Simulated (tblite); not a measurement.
A geometry optimisation, step by step.

C4H3BF2O.
Atom-mapped SMILES: `[F:1][B:2]([F:3])/[CH:4]=[C:5]1\[CH:6]=[CH:7][O:8]1` (hydrogens: H9 on C4; H10 on C6; H11 on C7)

Computed with GFN2-xTB (tblite), gas phase: L-BFGS steps from a force-field or distance-geometry start until the largest atomic force falls under 0.01 eV/Å. 7 of its 36 geometries are shown.

Step 0: E = -675.7760 eV, largest atomic force 3.759 eV/Å
```
atom  x, y, z in Å  |  force x, y, z in eV/Å
F1      1.821    1.556    0.434    0.885  -3.326   0.251
B2      2.026    0.137    0.500    1.658   1.123   0.462
F3      3.351   -0.372    0.852   -3.266   1.639  -0.882
C4      0.866   -0.870    0.222    1.073  -0.322   0.338
C5     -0.365   -0.484   -0.079   -0.447   0.916  -0.228
C6     -1.064    0.770   -0.283    0.601   2.912   0.152
C7     -2.184    0.109   -0.559    0.362   0.548   0.113
O8     -1.540   -1.123   -0.372   -1.132  -2.744  -0.219
H9      1.081   -1.940    0.299   -0.088   0.366  -0.054
H10    -0.792    1.815   -0.222    0.007  -0.325  -0.013
H11    -3.195    0.403   -0.816    0.346  -0.789   0.079
```

Step 6: E = -676.5794 eV, largest atomic force 0.316 eV/Å
```
atom  x, y, z in Å  |  force x, y, z in eV/Å
F1      1.890    1.428    0.452   -0.096   0.112  -0.029
B2      2.010    0.116    0.501    0.156   0.145   0.046
F3      3.228   -0.276    0.818    0.014  -0.137   0.002
C4      0.859   -0.867    0.225   -0.059  -0.026  -0.012
C5     -0.366   -0.452   -0.087    0.012   0.062   0.012
C6     -1.047    0.829   -0.277    0.027   0.236   0.003
C7     -2.147    0.117   -0.546   -0.014   0.126   0.003
O8     -1.556   -1.147   -0.376    0.064  -0.007   0.001
H9      1.072   -1.918    0.294   -0.110  -0.253  -0.027
H10    -0.771    1.856   -0.219    0.065   0.052   0.009
H11    -3.166    0.316   -0.809   -0.057  -0.311  -0.008
```

Step 12: E = -676.6054 eV, largest atomic force 0.138 eV/Å
```
atom  x, y, z in Å  |  force x, y, z in eV/Å
F1      1.881    1.430    0.449    0.006  -0.052   0.004
B2      2.013    0.117    0.504    0.067  -0.009   0.014
F3      3.226   -0.290    0.817    0.047   0.005   0.012
C4      0.861   -0.870    0.227   -0.075   0.014  -0.020
C5     -0.355   -0.426   -0.085   -0.087   0.072  -0.023
C6     -1.044    0.856   -0.276   -0.049   0.020  -0.014
C7     -2.141    0.130   -0.544    0.062   0.030   0.011
O8     -1.539   -1.126   -0.375    0.102  -0.088   0.028
H9      1.032   -1.936    0.284   -0.050   0.037  -0.011
H10    -0.754    1.882   -0.217   -0.049  -0.037  -0.011
H11    -3.174    0.236   -0.809    0.026   0.011   0.010
```

Step 18: E = -676.6096 eV, largest atomic force 0.066 eV/Å
```
atom  x, y, z in Å  |  force x, y, z in eV/Å
F1      1.889    1.420    0.452    0.040  -0.006   0.011
B2      2.027    0.108    0.507   -0.012  -0.010  -0.003
F3      3.242   -0.294    0.821   -0.018  -0.019  -0.005
C4      0.859   -0.862    0.226    0.047   0.008   0.013
C5     -0.353   -0.409   -0.085    0.054  -0.009   0.007
C6     -1.055    0.865   -0.279    0.031  -0.045   0.011
C7     -2.140    0.121   -0.544   -0.011   0.030  -0.005
O8     -1.523   -1.128   -0.371   -0.009   0.049   0.001
H9      1.002   -1.933    0.277    0.002   0.028   0.001
H10    -0.772    1.892   -0.221   -0.062  -0.015  -0.016
H11    -3.171    0.222   -0.807   -0.062  -0.011  -0.015
```

Step 23: E = -676.6113 eV, largest atomic force 0.055 eV/Å
```
atom  x, y, z in Å  |  force x, y, z in eV/Å
F1      1.909    1.417    0.457    0.013   0.017   0.003
B2      2.037    0.104    0.510   -0.001   0.003   0.000
F3      3.249   -0.304    0.822   -0.002  -0.046   0.000
C4      0.863   -0.857    0.227   -0.014   0.018  -0.005
C5     -0.349   -0.402   -0.085   -0.014   0.008   0.003
C6     -1.059    0.866   -0.281   -0.040   0.027  -0.013
C7     -2.143    0.121   -0.545   -0.007  -0.055   0.001
O8     -1.517   -1.125   -0.370   -0.025  -0.017  -0.010
H9      0.994   -1.929    0.275    0.034   0.011   0.008
H10    -0.800    1.898   -0.229    0.026   0.045   0.005
H11    -3.178    0.213   -0.808    0.029  -0.009   0.009
```

Step 29: E = -676.6136 eV, largest atomic force 0.056 eV/Å
```
atom  x, y, z in Å  |  force x, y, z in eV/Å
F1      1.953    1.417    0.469    0.029   0.005   0.008
B2      2.050    0.102    0.513    0.014   0.018   0.004
F3      3.250   -0.346    0.823   -0.002   0.008  -0.001
C4      0.862   -0.839    0.227   -0.017   0.008  -0.002
C5     -0.350   -0.386   -0.086   -0.027  -0.003  -0.013
C6     -1.078    0.875   -0.286    0.015  -0.010   0.007
C7     -2.150    0.110   -0.546   -0.005   0.041  -0.005
O8     -1.511   -1.125   -0.369    0.022  -0.008   0.011
H9      0.999   -1.910    0.277   -0.020   0.008  -0.007
H10    -0.834    1.913   -0.238    0.007  -0.056   0.002
H11    -3.185    0.191   -0.809   -0.016  -0.011  -0.004
```

Step 35: E = -676.6142 eV, largest atomic force 0.004 eV/Å
```
atom  x, y, z in Å  |  force x, y, z in eV/Å
F1      1.976    1.420    0.476    0.000   0.000   0.000
B2      2.055    0.104    0.515   -0.001  -0.002   0.000
F3      3.251   -0.358    0.823    0.002   0.001   0.001
C4      0.861   -0.829    0.226    0.002   0.000  -0.001
C5     -0.353   -0.382   -0.087    0.002  -0.001   0.003
C6     -1.084    0.875   -0.288   -0.001   0.000  -0.001
C7     -2.155    0.108   -0.548   -0.002  -0.003   0.000
O8     -1.511   -1.125   -0.369   -0.003   0.000  -0.001
H9      0.995   -1.901    0.275    0.000   0.001   0.000
H10    -0.839    1.911   -0.240    0.002   0.004   0.000
H11    -3.191    0.181   -0.809   -0.002   0.000  -0.001
```

Task: Summarise the path.

Result: The energy falls by 19.33 kcal/mol from step 0 to step 35; nine tenths of that is first reached at step 4. It falls at every step. The largest force goes from 3.759 to 0.004 eV/Å. Among the bonds B2–F3 changes most, from 1.463 to 1.318 Å; the atoms move by 0.118 Å rms after alignment.

Task: Follow the three bonds and two angles with the largest change from start to end.

Result: 
| step | E above end (kcal/mol) | largest force (eV/Å) | B2–F3 (Å) | F1–B2 (Å) | C5–O8 (Å) | O8–C7–H11 (°) | C4–C5–O8 (°) |
| --- | --- | --- | --- | --- | --- | --- | --- |
| 0 | 19.33 | 3.759 | 1.463 | 1.436 | 1.369 | 134.2 | 135.2 |
| 2 | 4.36 | 2.375 | 1.297 | 1.303 | 1.434 | 128.3 | 132.6 |
| 3 | 2.50 | 1.050 | 1.317 | 1.318 | 1.426 | 129.5 | 133.4 |
| 5 | 1.03 | 0.526 | 1.318 | 1.320 | 1.413 | 127.7 | 133.0 |
| 6 | 0.80 | 0.316 | 1.318 | 1.318 | 1.407 | 126.6 | 132.2 |
| 8 | 0.46 | 0.308 | 1.317 | 1.318 | 1.399 | 124.1 | 131.2 |
| 9 | 0.33 | 0.199 | 1.318 | 1.320 | 1.400 | 122.7 | 130.9 |
| 11 | 0.23 | 0.129 | 1.318 | 1.321 | 1.404 | 122.1 | 130.8 |
| 12 | 0.20 | 0.138 | 1.317 | 1.321 | 1.405 | 122.2 | 130.7 |
| 14 | 0.15 | 0.064 | 1.317 | 1.320 | 1.403 | 122.3 | 130.0 |
| 15 | 0.14 | 0.074 | 1.317 | 1.320 | 1.402 | 122.3 | 129.8 |
| 17 | 0.12 | 0.067 | 1.317 | 1.320 | 1.401 | 122.4 | 129.4 |
| 18 | 0.11 | 0.066 | 1.317 | 1.321 | 1.402 | 122.6 | 129.2 |
| 20 | 0.09 | 0.051 | 1.318 | 1.321 | 1.405 | 122.7 | 129.1 |
| 21 | 0.08 | 0.053 | 1.317 | 1.321 | 1.404 | 122.7 | 129.0 |
| 23 | 0.07 | 0.055 | 1.317 | 1.320 | 1.403 | 122.5 | 129.0 |
| 24 | 0.06 | 0.093 | 1.317 | 1.320 | 1.402 | 122.3 | 128.9 |
| 26 | 0.03 | 0.068 | 1.318 | 1.320 | 1.403 | 122.2 | 128.5 |
| 27 | 0.02 | 0.046 | 1.318 | 1.320 | 1.404 | 122.3 | 128.5 |
| 29 | 0.01 | 0.056 | 1.318 | 1.320 | 1.405 | 122.5 | 128.4 |
| 30 | 0.01 | 0.050 | 1.318 | 1.320 | 1.405 | 122.6 | 128.3 |
| 32 | 0.00 | 0.027 | 1.318 | 1.320 | 1.404 | 122.6 | 128.3 |
| 33 | 0.00 | 0.024 | 1.318 | 1.320 | 1.404 | 122.5 | 128.3 |
| 35 | 0.00 | 0.004 | 1.318 | 1.320 | 1.405 | 122.4 | 128.4 |

The cost below is that of the whole relaxation. Time: 0.13 s of wall time. Hardware: Arm Neoverse V2, one thread, shared host with 192 logical CPUs at a one-minute load of 128.
